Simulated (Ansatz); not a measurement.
A set of 12 reactions (ligand exchange), with CCSD(T)/CBS values in kJ/mol:

| reaction | ΔE |
| --- | --- |
| `NB(N)F` + NH₃ → `NB(N)N` + H–F | 65.1 |
| `C[S][AlH][O][InH2]` + HCl → `C[S][AlH][Cl]` + `[OH][InH2]` | -11.2 |
| `[SiH3][O][Mg][O][SiH3]` + CH₃SH → `C[S][Mg][O][SiH3]` + `O[SiH3]` | 45.8 |
| `[SiH3][AsH2]` + `S[S][GeH3]` → `[GeH3][S]S[AsH2]` + SiH₄ | 5.6 |
| `O[SiH2][BH][GeH3]` + `CC=N` → `C/C=[N]\[GeH3]` + `B[SiH2]O` | 13.8 |
| `[OH][SnH2][CH2][SiH3]` + HCl → `[SiH3][CH2][SnH2][Cl]` + H₂O | -78.9 |
| `[BH2][GeH2][SiH2][SiH3]` + `CBN[SiH3]` → `CBN([SiH3])[SiH3]` + `[BH2][GeH2][SiH3]` | -29.6 |
| `S[SiH2]C[SeH]` + H₂Te → `S[SiH2][TeH]` + `C[SeH]` | -62.7 |
| `[F][Zn][GaH2]` + `OB(O)O` → `OB(O)[O][Zn][F]` + `[GaH3]` | 36.9 |
| `C[O][Sn]([OH])([F])[Cl]` + HBr → `[OH][Sn]([F])([Cl])[Br]` + CH₃OH | -73.7 |
| `FB(F)[Si](Cl)(Cl)Cl` + H₂Te → `Cl[Si](Cl)(Cl)[TeH]` + `FBF` | -88.3 |
| `S[Si](S)(S)S` + H–F → `F[Si](S)(S)S` + H₂S | -73.8 |

Computed with Ansatz on PBE0-D4/def2-TZVP structures; ΔE is electronic, products minus reactants. CCSD(T)/CBS is the MP2 limit (def2-TZVPP, def2-QZVPP) plus CCSD(T) − MP2 in def2-TZVPP, frozen cores. This one scheme is used for every species. Functionals use def2-TZVPP. B3LYP here is the variant with VWN-RPA as its local correlation; programs differ in this. def2 core potentials past Kr. For As, Br, Ga, Ge, In, Mg, Se, Sn, Te, Zn outer-core shells are correlated without core-valence functions, which leaves a few kJ/mol of doubt a bond. Scalar relativity is left out up to krypton. Each species was taken in one conformer, which may not be the lowest.

Give the mean, mean absolute and largest difference (level minus CCSD(T)/CBS, kJ/mol) for: r2SCAN-D4, B3LYP-D4, B2PLYP, PBE, r2SCAN, PBE0, B3LYP, HF/def2-TZVPP, CCSD/def2-TZVPP, CCSD(T)/def2-TZVPP, SCS-MP2/def2-QZVPP, HF/CBS(def2), MP2/CBS(def2), CCSD/CBS(def2). (An estimate is asked.)

Ansatz gave: 
| level | mean | mean absolute | largest |
| --- | --- | --- | --- |
| r2SCAN-D4 | 1.2 | 5.0 | 9.9 |
| B3LYP-D4 | 0.6 | 4.6 | 11.5 |
| B2PLYP | 0.1 | 4.0 | -12.6 |
| PBE | 3.4 | 9.6 | 21.5 |
| r2SCAN | 1.1 | 5.6 | 10.5 |
| PBE0 | 1.5 | 8.6 | 16.5 |
| B3LYP | 1.4 | 7.3 | -19.5 |
| HF/def2-TZVPP | -4.0 | 9.7 | -31.2 |
| CCSD/def2-TZVPP | 1.7 | 5.2 | 13.1 |
| CCSD(T)/def2-TZVPP | 1.8 | 4.8 | 11.6 |
| SCS-MP2/def2-QZVPP | -2.6 | 4.6 | -11.0 |
| HF/CBS(def2) | -4.6 | 10.6 | -34.0 |
| MP2/CBS(def2) | -3.9 | 5.6 | -18.0 |
| CCSD/CBS(def2) | -0.1 | 1.6 | -5.3 |

The largest T1 diagnostic in the set is 0.017, for `[OH][InH2]` (customary mark 0.02).

CCSD(T)/CBS is a level of theory with its own doubt, and the functionals carry their triple-zeta basis error, so these figures describe this set and don't rank the functionals.
